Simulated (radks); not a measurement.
Values are calculated unless marked as measured or tabulated.
Q: Ionisation of Tl52+, [Ar] 3d10 4s1, to Tl53+, [Ar] 3d10, under several functionals. Dirac Kohn-Sham, spin-unpolarised, spherical densities, finite nucleus; a radial shooting solver on a logarithmic mesh with Libxc functionals. The NIST Atomic Spectra Database gives 3165 eV (semi-empirical). Rank these functionals by the error of their Delta-SCF ionisation energy: RPBE; exchange-only B88; AM05; PBE; PBEsol; LDA (Slater exchange, VWN5 correlation); PW91; revPBE; LDA (Slater exchange, Perdew-Wang correlation); exchange-only LDA; LDA (Slater exchange, Perdew-Zunger correlation).

A: From best to worst: exchange-only LDA 3173.5 eV (+8.8); AM05 3173.7 eV (+9.0); exchange-only B88 3175.5 eV (+10.8); PBEsol 3175.8 eV (+11.1); LDA (Slater exchange, Perdew-Zunger correlation) 3176.1 eV (+11.4); LDA (Slater exchange, Perdew-Wang correlation) 3176.1 eV (+11.4); LDA (Slater exchange, VWN5 correlation) 3176.1 eV (+11.4); revPBE 3177.0 eV (+12.3); RPBE 3177.8 eV (+13.1); PBE 3178.2 eV (+13.5); PW91 3178.7 eV (+14.0). Spin polarisation and multiplet splitting are left out, so open shells lie too high by an amount that depends on their filling.

Beside tabulated values, note that spin-unpolarised runs miss the spin-polarisation part of the exchange energy of open shells.
